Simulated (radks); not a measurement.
Values are calculated unless marked as measured or tabulated.
Valence configurations of the nitrogen ion N+ (all share [He]). Level of theory: non-relativistic Kohn-Sham, PBE, spin-unpolarised, spherical densities, point nucleus (a radial shooting solver on a logarithmic mesh with Libxc functionals). Energies are relative to 2s2 2p2; eigenvalues in eV.

valence      E (eV)    e(2p)    e(2s)
2s2 2p2       0.000  -20.693  -32.434
2s1 2p3      11.747  -20.788  -32.543
2p4          23.508  -20.892        -
2s1.5 2p2.5   5.872  -20.740  -32.487

NIST lists [He] 2s2 2p2 as the ground configuration; this level of theory agrees among the configurations tried. The energies are those of spherical spin-averaged densities, not of single terms.
